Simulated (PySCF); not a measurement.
AlClH4O3Si, SMILES [O]([SiH2]Cl)[Al]([OH])[OH]. Atoms are numbered in the order given.

```xyz
10

Si     1.6535     0.1932    -0.6486
Cl     1.9413    -0.0751     1.4035
O      0.0471     0.3489    -0.9200
Al    -1.5039    -0.0445    -0.3250
O     -1.8757    -1.6777    -0.0879
O     -2.6633     1.1544    -0.0272
H      2.2171    -0.9937    -1.3373
H      2.3655     1.4340    -1.0408
H     -2.7199    -1.9921     0.2475
H     -2.5280     2.0987    -0.1428
```
Charge 0, spin multiplicity 1.

The structure is a stationary point at B3LYP-D3(BJ)/def2-SVP. The structure was generated by enumeration; whether it is a known compound was not checked. One conformer was computed; it need not be the lowest.

These are PySCF with ωB97X/def2-TZVP values and carry that method's errors.

ESP charges are fitted to the potential on shells at 1.4 to 2.0 van der Waals radii. Atomic charges (e):

```csv
atom,Löwdin,ESP fit
Si1,-0.10,0.29
Cl2,0.18,-0.18
O3,___,-0.50
Al4,-0.13,1.22
O5,___,-0.82
O6,___,-0.86
H7,___,0.00
H8,___,-0.02
H9,0.19,0.43
H10,0.19,0.43
```

**Question.** Some entries are withheld; supply them. (Estimate from the structure and the level; the computed values follow.)

**Answer.** 
- O3, Löwdin: 0.01
- O5, Löwdin: -0.12
- O6, Löwdin: -0.12
- H7, Löwdin: -0.04
- H8, Löwdin: -0.05
